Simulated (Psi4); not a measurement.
Pair of molecules: H2O (SMILES O) (first 3 atoms) with SO2 (SMILES O=S=O); geometry from B3LYP-D3(BJ)/def2-TZVP.
(charge 0, multiplicity 1):
```xyz
6

O      0.506    -0.090     0.610
H      0.607     0.850     0.422
H     -0.363    -0.335     0.269
O     -1.175    -0.655     3.177
S      0.177    -0.172     3.298
O      0.377     1.250     3.426
```

All values below come from SAPT0/jun-cc-pV(D+d)Z (Psi4).

Task: Which attractive term is largest, and how does the interaction split up?

Result: electrostatics -521.4, exchange 510.2, induction -144.8, dispersion -92.7, total -248.7 meV; the largest attraction is electrostatics.
